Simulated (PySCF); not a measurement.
C₃H₁₀OSi₂, SMILES [SiH2](O)CC([SiH3])=C. The structure is a stationary point at PBE0-D3(BJ)/def2-SVP. This is a generated structure with no PubChem entry under its InChIKey; it may be hypothetical. One conformer was computed; it need not be the lowest.

Computed equilibrium geometry at PBE0-D3(BJ)/def2-SVP (PySCF confirms it by a frequency run) as Cartesian coordinates in Å (one conformer of several):
```xyz
16

C     -0.8802     0.7824     1.9220
C     -0.9336     0.3163     0.6629
Si    -1.9117     1.2636    -0.6351
C     -0.2036    -0.9265     0.2338
Si     1.5834    -0.4679    -0.1845
O      2.4164    -1.7147    -0.9168
H     -0.3347     0.2495     2.7111
H     -1.3846     1.7067     2.2184
H     -1.0465     1.6151    -1.8038
H     -3.0282     0.4095    -1.1498
H     -2.4730     2.5107    -0.0358
H     -0.6634    -1.4009    -0.6493
H     -0.1904    -1.6821     1.0384
H      1.5986     0.6558    -1.1587
H      2.2448    -0.0516     1.0934
H      2.6466    -2.4684    -0.3670
```
